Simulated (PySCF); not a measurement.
# Working out the ionisation energy of Mn⁺

Mn⁺ [Ar] 3d5 4s1 (7S) → Mn²⁺ [Ar] 3d5 (6S). All numbers are calculated (PySCF 2.14, the spin-free X2C one-electron Hamiltonian (Gaussian nucleus), in cc-pVTZ-DK (7s6p4d2f1g, 68 functions)). Frozen: [Ar]. Energies in hartree (1 hartree = 27.21139 eV):

| part | Mn⁺ (lower) | Mn²⁺ (upper) |
| --- | --- | --- |
| UHF | -1157.161982 | -1156.616048 |
| MP2 opposite-spin | 0.000000 | 0.000000 |
| MP2 same-spin | -0.085466 | -0.069266 |

**Question.** What does Hartree-Fock give?

**Answer.** (-1156.616048) − (-1157.161982) = 0.545934 hartree = 14.856 eV.

**Question.** What do MP2 and SCS-MP2 (6/5 opposite-spin, 1/3 same-spin) give?

**Answer.** The opposite-spin parts differ by 0.000 eV and the same-spin parts by 0.441 eV. MP2: 14.856 + (0.000) + (0.441) = 15.297 eV. SCS-MP2: 14.856 + 1.2 × (0.000) + (0.441)/3 = 15.003 eV.

Measured between the centres of the two terms (NIST): 15.640 eV, so MP2 (valence) is off by -0.343 eV.

What remains against the reference includes basis incompleteness, the frozen core and correlation beyond second order.
